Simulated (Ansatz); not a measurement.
Breaking the Ge1–F2 bond in FGeI (SMILES [F][Ge][I]) (multiplicity 1 held, fragments rigid). Energies count from the point at 1.764 Å.
Geometry at that point (charge 0, multiplicity 1):
```xyz
3

Ge     0.5888     0.8265     1.0210
F      1.0641     2.0690    -0.1367
I     -0.5362    -0.8503    -0.5932
```

Restricted levels (R-, RO-) in cc, def2 and unpolarised 6-31G sets keep to the state of the molecule at rest. Unrestricted levels (U-) break spin symmetry where that is lower. Levels need not reach the same state.

Cores are frozen in the correlated methods. Filled d and f shells under p-block atoms count as core.

Codes used: Ansatz (a program for electronic structure). Values without a source in brackets are computed. In def2 rows elements past Kr take small-core potentials, without spin–orbit coupling.

Energies in kcal/mol.

```csv
R (Å),R-HF/def2-SVP,U-HF/def2-SVP,U-MP2/def2-SVP,R-CCSD(T)/def2-SVP,R-CCSDT/def2-SVP,R-CCSDT(Q)/def2-SVP
1.411,65.5,65.5,72.3,72.7,72.8,73.0
1.587,8.7,8.7,11.5,11.8,11.9,12.0
1.764,0.0,0.0,0.0,0.0,0.0,0.0
1.940,10.2,10.2,8.3,7.8,7.7,7.6
2.116,27.2,27.2,24.0,22.8,22.6,22.4
2.381,54.5,54.5,50.0,47.6,47.3,46.6
2.645,78.9,72.0,97.5,69.4,69.1,67.6
3.086,111.0,77.6,116.6,93.8,95.3,90.7
3.527,134.9,78.6,121.5,93.1,109.3,101.7
4.056,155.7,79.1,122.2,11.6,115.1,107.7
4.761,173.4,79.4,122.6,-263.0,116.5,104.3
5.643,185.7,79.5,122.8,-451.4,116.5,101.6
```

Doubts at one or more of the structures used: a restricted determinant that unrestricted orbitals would lower (R-HF/def2-SVP, R-CCSD(T)/def2-SVP, R-CCSDT/def2-SVP, R-CCSDT(Q)/def2-SVP); a spin-contaminated determinant (U-HF/def2-SVP, U-MP2/def2-SVP); T1 above 0.05 (R-CCSD(T)/def2-SVP, R-CCSDT/def2-SVP, R-CCSDT(Q)/def2-SVP); other coupled-cluster roots lie near (R-CCSD(T)/def2-SVP, R-CCSDT/def2-SVP, R-CCSDT(Q)/def2-SVP).
